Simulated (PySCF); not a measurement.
## SMILES C(#N)c1ccc([O-])[se]1, [C$_{5}$H$_{2}$NOSe]-, charge -1

Geometry:
```
atom   x (Å)   y (Å)   z (Å)
  N1   3.517   0.325   0.019
  C2   2.359   0.329  -0.036
  C3   0.984   0.296  -0.084
  C4   0.177  -0.744   0.324
  C5  -1.196  -0.587   0.194
  C6  -1.682   0.604  -0.337
  O7  -2.800   1.022  -0.566
 Se8  -0.062   1.756  -0.757
  H9   0.613  -1.647   0.731
 H10  -1.902  -1.349   0.488
```

Total charge -1.

Method used: quadratic response CAM-B3LYP/aug-cc-pVDZ first hyperpolarisability, Taylor convention, gas phase in PySCF. Geometry: GFN2-xTB.

The calculation is non-relativistic, which matters for the atoms heavier than Zn. For a gas-phase anion, states above the detachment energy (about 2.5 eV, taken as minus the energy of the highest occupied orbital) lie in the continuum and depend on the basis.

Question: Give the tensor of the second harmonic β(−2ω;ω,ω) at 1064 nm in the axes of these coordinates.

Answer: In au, Taylor convention; rows are the first index (the induced dipole):
```csv
,xx,yy,zz,xy,xz,yz
x,-1031.4,+180.7,+31.9,+66.1,-78.0,-69.0
y,+46.2,-120.4,-70.8,+140.6,-31.4,+1.2
z,-71.7,+14.7,+82.3,-31.8,+62.8,-45.2
```
Norm of βᵢ = ⅓ Σⱼ (βᵢⱼⱼ + βⱼᵢⱼ + βⱼⱼᵢ): 833.0 au, hyper-Rayleigh value 410.6 au.
